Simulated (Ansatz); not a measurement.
Consider the isomerisation: `N[SiH]([SiH3])[SiH3]` → `N[SiH2][SiH2][SiH3]`.

Program: Ansatz. Geometries: PBE0-D4/def2-TZVP. ΔE: electronic, gas phase. CCSD(T)/CBS adds triple-zeta CCSD(T) − MP2 to the extrapolated MP2 energy (def2 sets, frozen cores). DFT in def2-TZVPP. B3LYP here is the variant with VWN-RPA as its local correlation; programs differ in this. One conformer a species, not always the lowest.

| level | ΔE (kJ/mol) |
| --- | --- |
| PBE-D4 | -4.1 |
| B3LYP | -5.9 |

(1) What does CCSD(T)/CBS give? (Best estimate.)

Largest T1 diagnostic among the species: 0.013.

## Answers

(1) Computed: -5.6 kJ/mol. The listed levels differ from it by 1.5, -0.3 kJ/mol.
